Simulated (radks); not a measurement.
Values are calculated unless marked as measured or tabulated.
Problem. Orbital eigenvalues (eV) of neutral copper, [Ar] 3d10 4s1, of relativity; Dirac values are averaged over j with weights 2j + 1. Spin-unpolarised spherical Kohn-Sham, PBEsol, point nucleus unless stated (finite: rms radius 3.8823 fm), a radial shooting solver on a logarithmic mesh with Libxc functionals. A level marked "c x" has the speed of light scaled by that factor.

shell  non-rel.
1s      -8738.5
2s      -1038.9
2p      -911.07
3s      -110.65
3p      -70.962
3d      -5.2352
4s      -4.4348

Give the values at the level "Dirac, finite nucleus".

Solution. 
shell  Dirac, finite nucleus  change of magnitude (%)
1s                   -8840.6                    +1.17
2s                   -1061.1                    +2.14
2p                   -916.18                    +0.56
3s                   -114.37                    +3.36
3p                   -71.996                    +1.46
3d                   -5.0617                    -3.32
4s                   -4.6086                    +3.92
